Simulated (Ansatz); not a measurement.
`C[CH](C)[Sn][F]` and `C[CH](C)[Sn][Cl]` differ in one element.

Ansatz, PBE0-D4/def2-TZVP geometries, multiplicity 1. Each molecule was computed in one conformer, which needn't be the lowest.

Elements past krypton have def2 core potentials.

```
                             property  `C[CH](C)[Sn][F]`
  HOMO energy (B3LYP/def2-TZVPP) / eV              -6.01
HOMO energy (ωB97M-V/def2-TZVPP) / eV              -8.22
LUMO energy (ωB97M-V/def2-TZVPP) / eV              -0.79
  LUMO energy (B3LYP/def2-TZVPP) / eV              -2.80
    LUMO energy (PBE/def2-TZVPP) / eV              -3.24
   LUMO energy (PBE0/def2-TZVPP) / eV              -2.52
```

(1) What does the change do to each property? (Best estimate.)

## Answers

(1) Computed: 
```tsv
property	`C[CH](C)[Sn][Cl]`	shift
HOMO energy (B3LYP/def2-TZVPP) / eV	-6.08	-0.07
HOMO energy (ωB97M-V/def2-TZVPP) / eV	-8.28	-0.06
LUMO energy (ωB97M-V/def2-TZVPP) / eV	-0.99	-0.20
LUMO energy (B3LYP/def2-TZVPP) / eV	-2.97	-0.17
LUMO energy (PBE/def2-TZVPP) / eV	-3.43	-0.19
LUMO energy (PBE0/def2-TZVPP) / eV	-2.72	-0.20
```

With PBE0 the HOMO falls by 0.08 eV and the LUMO falls by 0.20 eV, so the gap narrows by about 0.12 eV. PBE moves the HOMO by -0.10 eV and ωB97M-V by -0.06 eV.

B3LYP here is the variant with VWN-RPA as its local correlation; programs differ in this.
